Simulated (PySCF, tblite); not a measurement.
Isomers of C6H7F2 (doublet state), one GFN2-xTB conformer each. Single-point energies are computed at B3LYP/pcH-1 (PySCF, gas phase, no added dispersion term), electronic only. GFN2-xTB treats the open shell by occupation alone, and not every SCF solution was tested for stability.

Problem. Rank them by B3LYP/pcH-1 energy, lowest first (kJ/mol).
A. `[CH2:1][CH2:2]/[CH:3]=[CH:4]\[CH:5]=[C:6]([F:7])[F:8]` (doublet state) with H–C1–C2–C3 -52° and 142°, C1–C2–C3–C4 -36°, C3–C4–C5–C6 -177°
B. `[CH2:1]=[C:2]=[CH:3][C@H:4]([CH3:5])[C:6]([F:7])[F:8]` (doublet state) with C2–C3–C4–C5 -136°, C3–C4–C6–F7 -72°

Solution. A (0.0), B (19.2).

Neighbours under 21 kJ/mol apart ([CH2]C/C=C\C=C(F)F and C=C=C[C@H](C)[C](F)F) can change places with a better method, another conformer or zero-point energy. GFN2-xTB itself gives, in the same order: 0.0, 12.8. Both levels put the same isomer lowest.

Problem. What happens when harmonic zero-point energies from GFN2-xTB frequencies are added?

Solution. 
```csv
SMILES,ZPE (kJ/mol),electronic (kJ/mol),with ZPE (kJ/mol)
[CH2]C/C=C\C=C(F)F,284.6,0.0,0.0
C=C=C[C@H](C)[C](F)F,287.4,19.2,22.0
```

The zero-point energies span 2.8 kJ/mol. The order is unchanged.
